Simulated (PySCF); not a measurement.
F2S, SMILES FSF (connectivity only; charge and spin as stated), charge -1, multiplicity 2. Atoms are numbered in the order given.

```xyz
3

F      0.0000    -1.1781    -0.6481
S      0.0000     0.0000     0.7292
F      0.0000     1.1781    -0.6481
```
Charge -1, spin multiplicity 2.

Geometry: B3LYP-D3(BJ)/def2-TZVPD. A frequency run showed that this geometry is not a minimum. The spin state was assumed, not searched.

The numbers are results of PBE/pcH-1 in PySCF, not measurements.

Unrestricted Kohn–Sham, ⟨S²⟩ = 0.751. Hyperfine tensors hold the contact and dipolar terms, without spin-orbit corrections.

Estimate the hyperfine couplings. (Estimate from the structure and the level; the computed values follow.)


```csv
nucleus,A(iso) (MHz),A(iso) (G),dipolar principal values (MHz)
19F no. 1,640.5,228.5,"-261.9, -248.0, 509.9"
33S no. 2,-18.6,-6.6,"-69.4, -67.9, 137.3"
19F no. 3,640.5,228.5,"-261.9, -248.0, 509.9"
```

And the g tensor (effective nuclear charges for spin-orbit coupling, GIAO)? (An estimate is asked for; the answer gives what the named calculation found.)

principal values 1.9962, 2.0026, 2.0276; isotropic 2.0088.
